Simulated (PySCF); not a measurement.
Compound: C4H4N2O3S.
Atom-mapped SMILES: `[O:1]=[S:2](=[O:3])([OH:4])[c:5]1[cH:6][n:7][cH:8][cH:9][n:10]1` (hydrogens: H11 on O4; H12 on C6; H13 on C8; H14 on C9)

A linear-response calculation (PySCF, def2-SVPD basis, gas phase, vertical, core orbitals frozen in the response) gave these numbers; the functional is withheld.

Orbital energies (eV): HOMO-3 -11.89, HOMO-2 -11.35, HOMO-1 -10.66, HOMO -10.14, LUMO -0.90, LUMO+1 -0.16, LUMO+2 1.51.

```csv
state,E (eV),f,"main configurations (H = HOMO, L = LUMO)"
S1,4.08,0.0049,H→L (97%)
S2,4.80,0.0001,H→L+1 (97%)
S3,5.37,0.153,H-1→L (87%)
S4,5.79,0.0002,"H-5→L (44%), H-3→L (23%), H-4→L (19%)"
S5,6.40,0.109,H-1→L+1 (72%)
S6,6.64,0.0096,"H-2→L (53%), H-2→L+1 (12%), H-5→L+1 (8%)"
```

Triplets (Tamm–Dancoff): T1 3.45 eV, H→L (93%); T2 4.14 eV, H-1→L (86%); T3 4.39 eV, H-1→L+1 (69%), H-1→L (8%); T4 4.67 eV, H→L+1 (93%).

Vertical ionisation energy by ΔSCF with the same functional: 10.41 eV. Mean static polarisability: 87.6 au.

Task: Which of these was used?
A. PBE
B. PBE0
C. HF
D. wB97X-D

Result: D. wB97X-D is range-separated, 22% exact exchange at short range and 100% at long range (ω = 0.2 bohr⁻¹). In this run −ε(HOMO) = 10.14 eV differs from the ΔSCF value by -0.27 eV, and S1 differs from the orbital gap of 9.25 eV by -5.17 eV. The ratio −ε(HOMO)/IP is 0.97. Usual ranges for neutral molecules in this basis: 0.89 to 0.99 with wB97X-D, 0.5 to 0.7 with PBE, 0.7 to 0.83 with PBE0; Hartree–Fock can't fall below 1, since the ion's relaxation only lowers the ΔSCF value. The other options: PBE, a GGA without exact exchange; HF, time-dependent Hartree–Fock, 100% exact exchange; PBE0, a global hybrid with 25% exact exchange.

Computed, not measured: TDDFT wB97X-D/def2-SVPD, vertical, gas phase, core orbitals frozen in the response (PySCF). The structure is a single PBE0-D3(BJ)/def2-SVP conformer in the gas phase; no vibrational or solvent corrections.

The run took 5.0 min wall on Arm Neoverse V1, one thread, no GPU, shared host.

Conformer computed: `[O:1]=[S:2](=[O:3])([OH:4])[c:5]1[cH:6][n:7][cH:8][cH:9][n:10]1`: O1–S2–C5–C6 -18°, H–O4–S2–O1 178°.
